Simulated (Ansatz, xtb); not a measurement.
# C3H3BrO: 4 structures ranked

4 gas-phase structures of C3H3BrO, from a drawn sample of its isomers (lower ones may exist). Each was relaxed with GFN2-xTB; where two conformers were screened, the lower at r2SCAN-D4/def2-SVP is listed:

A. `CC(Br)=C=O`, a singlet
B. `C=CC(=O)Br`, a singlet
C. `O=C/C=C\Br`, a singlet
D. `O=C=CCBr`, a singlet

Task: Which do you expect lowest at r2SCAN-D4/def2-SVP, and how would the others follow?

Result: Calculated order at r2SCAN-D4/def2-SVP: B (0.0), D (38.4), C (54.1), A (58.2) kJ/mol. Less than 1 kcal/mol parts C and A, so the order within that pair means little.

Energies above the lowest of each column, in kJ/mol; the last columns are at PBE-D3(BJ)/def2-SVP geometries (a dash: not run or not comparable):

| structure | GFN2-xTB | HF/STO-3G | r2SCAN-D4/def2-SVP | PBE-D3(BJ)/def2-SVP | CCSD(T)/def2-SVP + ΔMP2/def2-TZVPP |
| --- | --- | --- | --- | --- | --- |
| B | 0.0 | 0.0 | 0.0 | 0.0 | 0.0 |
| D | 5.5 | 27.0 | 38.4 | 36.7 | 39.3 |
| C | 46.6 | 21.4 | 54.1 | 51.8 | 41.6 |
| A | 11.8 | 18.5 | 58.2 | 54.2 | – |

Every level run on B puts it lowest or level with the lowest. Some further structures that were screened fall inside this span and aren't listed. Flexible structures stand in one conformer each, not always the lowest. Frequencies (PBE-D3(BJ)/def2-SVP) were run for B, C, D alone. ΔMP2 is the change of the MP2 energy from the smaller to the larger basis.

Over these structures GFN2-xTB departs from r2SCAN-D4/def2-SVP by 17.9 kJ/mol on average once a common shift is removed. A GFN2-xTB relaxation took about 0.087 s and the r2SCAN-D4/def2-SVP energy about 1.6 s on a shared host (Ansatz 0.2.0, xtb 6.7.1).
